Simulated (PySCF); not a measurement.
Gas-phase reaction: 4 SiF2 + S6 → 4 SiS + 2 SF4

Method: PySCF energies (xtb for GFN2) plus ideal-gas RRHO corrections (1 bar). S°(298 K) at PBE0/def2-TZVP differs from the NASA 1993 table for SF4 (-5 J/mol/K); whether the harmonic model or the table's entry is off was not settled. † marks an energy on the PBE0/def2-TZVP geometry and frequencies; other levels use their own. MP2 freezes the core. All species are closed-shell singlets. MP2 isn't extrapolated to the basis-set limit; its ΔH°(298 K) is 1299.6 kJ in def2-SVP and 1349.9 kJ in def2-TZVPP. The harmonic model lacks anharmonicity and excited electronic states, which grow with temperature; levels with a mode under 35 cm⁻¹ are left out.

| level | ΔE electronic, kJ | ΔH°(298 K), kJ | ΔS°(298 K), J/K | ΔG°(1000 K), kJ |
|---|---|---|---|---|
| GFN2-xTB | 770 | 772 | 124 | 648 |
| MP2/def2-SVP† | 1295 | 1300 | 103 | 1200 |
| MP2/def2-TZVPP† | 1345 | 1350 | 103 | 1250 |
| PBE/def2-SVP | 1216 | 1220 | 97 | 1126 |
| PBE0/def2-QZVP† | 1304 | 1309 | 103 | 1209 |
| PBE0/def2-SVP† | 1275 | 1279 | 103 | 1180 |
| ωB97X-V/def2-TZVP† | 1341 | 1345 | 103 | 1245 |
ΔH° is lowest at GFN2-xTB and highest at MP2/def2-TZVPP†. No reference value is set beside these.
